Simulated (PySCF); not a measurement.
C6H5F, SMILES C(#CC)C(F)=C=C. Atoms are numbered in the order given.

```xyz
12

C     -2.7632     0.6888    -0.8233
C     -1.7195     0.3248    -0.1263
C     -0.6475    -0.0393     0.5525
F     -0.7542    -0.3742     1.8619
C      0.6664    -0.1157     0.0121
C      1.7889    -0.1813    -0.4489
C      3.1321    -0.2590    -1.0040
H     -3.3740    -0.0421    -1.3690
H     -3.0732     1.7398    -0.8889
H      3.5483    -1.2748    -0.9012
H      3.1276    -0.0040    -2.0764
H      3.8162     0.4396    -0.4946
```
Charge 0, spin multiplicity 1.

Coordinates come from a B3LYP-D3(BJ)/def2-SVP optimisation. The structure was generated by enumeration, and PubChem lists no compound with its InChIKey, so it may never have been made.

Two levels are set side by side: PBE/pcSseg-1 (PySCF) and HF/pcSseg-1 (PySCF). GIAO shifts against CFCl3 (¹⁹F), TMS (¹H), TMS (¹³C) at the same level; non-relativistic, no solvent, atoms listed together averaged. Differences are taken from unrounded values.

```
quantity                   HF
---------------------  ------
δ(¹³C) of C1 (ppm)       97.6
δ(¹³C) of C2 (ppm)      228.2
δ(¹³C) of C3 (ppm)      131.1
δ(¹⁹F) of F4 (ppm)     -135.8
δ(¹³C) of C5 (ppm)       66.7
δ(¹³C) of C6 (ppm)      110.6
δ(¹³C) of C7 (ppm)        6.3
δ(¹H) of H8, H9 (ppm)    6.18
```

Question: What does PBE give, and how far is it from HF? (An estimate is asked for; the answer gives what the named calculation found.)

Answer: 
| quantity | PBE | PBE minus HF |
|---|---|---|
| δ(¹³C) of C1 (ppm) | 98.7 | 1.2 |
| δ(¹³C) of C2 (ppm) | 226.5 | -1.6 |
| δ(¹³C) of C3 (ppm) | 136.8 | 5.8 |
| δ(¹⁹F) of F4 (ppm) | -165.9 | -30.0 |
| δ(¹³C) of C5 (ppm) | 77.8 | 11.1 |
| δ(¹³C) of C6 (ppm) | 110.6 | 0.0 |
| δ(¹³C) of C7 (ppm) | 8.9 | 2.6 |
| δ(¹H) of H8, H9 (ppm) | 6.24 | 0.06 |

Rough cost on one machine, each run with all the roots and properties that it gave: HF against PBE within a factor of 2.
